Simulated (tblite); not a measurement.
Compound: C₇H₁₃OPS.
Cartesian coordinates in Å at the GFN2-xTB level; atoms count from 1:
```
atom  x, y, z in Å
C1    -3.1234   -0.0770    0.0871
C2    -1.9054   -0.8102    0.6312
P3    -0.4216   -0.4392   -0.4092
S4    -0.5830   -0.8488   -2.2958
C5     0.0203    1.3169   -0.0471
C6     1.4204    1.5721   -0.6082
C7     2.4483    0.6986    0.0798
O8     3.3240    1.1494    0.7715
C9     2.2816   -0.7873   -0.1611
C10    0.9729   -1.2957    0.4468
H11   -4.0307   -0.4181    0.5810
H12   -3.2182   -0.2663   -0.9818
H13   -3.0310    0.9970    0.2387
H14   -1.7035   -0.5413    1.6701
H15   -2.0559   -1.8931    0.5733
H16   -0.0133    1.5039    1.0287
H17   -0.7035    1.9677   -0.5451
H18    1.4163    1.3382   -1.6778
H19    1.6967    2.6199   -0.4728
H20    3.1327   -1.3161    0.2736
H21    2.2607   -0.9698   -1.2403
H22    0.9377   -1.1018    1.5213
H23    0.8730   -2.3719    0.2778
```

Method: GFN2-xTB as coded in tblite; computed harmonic values from a numerical Hessian at the method's own geometry, unscaled. Against measured fundamentals such values can be off by several per cent, at times by over 20. One conformer, not necessarily the lowest.

Harmonic wavenumbers (cm⁻¹): 49.6, 63.7, 117.8, 123.4, 133.8, 169.3, 212.9, 231.0, 265.6, 272.3, 338.3, 357.6, 433.7, 493.2, 579.7, 674.1, 686.0, 703.8, 728.2, 756.9, 781.1, 808.5, 883.7, 889.8, 951.8, 988.0, 1003.7, 1009.8, 1041.1, 1049.2, 1066.9, 1099.4, 1109.5, 1163.6, 1209.3, 1214.6, 1235.9, 1240.5, 1245.8, 1288.9, 1303.0, 1405.5, 1414.7, 1423.8, 1427.2, 1442.3, 1454.4, 1488.9, 1491.7, 1778.1, 2933.2, 2941.3, 2945.3, 2948.2, 2948.9, 2952.3, 2953.3, 2960.0, 2986.7, 2987.3, 3016.7, 3025.2, 3033.6.

A = 1655, B = 674.1, C = 625.2 MHz; mass 176.042 u (most abundant isotopes); point group C1, symmetry number 1.

Zero-point energy?

Half the sum of the wavenumbers: 40967 cm⁻¹ = 490.07 kJ/mol.

What is S at 298.15 K and 1 bar for an ideal gas of classical rigid rotors and harmonic oscillators?

Translation 173.34, rotation 127.66, vibration 148.54: S = 449.5 J/(mol K).

And Cp and H(298.15 K) − H(0)?

Cp = 189.37 J/(mol K), of which vibrations give 156.11 (their classical limit is 63 R = 523.8); H(298.15 K) − H(0) = 33.49 kJ/mol without the zero-point energy, 23.58 from vibrations.

What must be added to the electronic energy to get the Gibbs energy at 298.15 K and 1 bar?

ZPE + [H(298.15 K) − H(0)] − T·S = 490.07 + 33.49 − 134.03 = 389.53 kJ/mol.

Blend soft modes into free rotors: weight 1/[1 + (100 cm⁻¹/ν̃)⁴] for the oscillator and the rest for a rotor with moment μB/(μ + B), μ = h/(8π²ν), B = 10⁻⁴⁴ kg m². What vibrational entropy results?

138.37 J/(mol K) in place of 148.54, which changes −T·S at 298.15 K by +3.03 kJ/mol.

How do the functions run with temperature in this model?

| T (K) | S (J/(mol K)) | Cp (J/(mol K)) | H − H(0) (kJ/mol) | G − H(0) (kJ/mol) | ln q(vib) |
| --- | --- | --- | --- | --- | --- |
| 150 | 348.5 | 115.1 | 11.09 | -41.19 | 3.57 |
| 250 | 418.5 | 164.0 | 24.99 | -79.63 | 6.81 |
| 400 | 512.6 | 241.6 | 55.48 | -149.56 | 11.59 |
| 600 | 626.9 | 322.3 | 112.39 | -263.73 | 17.87 |
| 900 | 773.5 | 399.4 | 221.63 | -474.48 | 26.79 |

q(vib) and H(0) count from the zero-point level.

Hindered rotation and anharmonicity are outside this model. Other conformers, if any are populated, would add a mixing term that is left out. The structure is chiral; the term R ln 2 for an equal mix with its mirror image is left out.
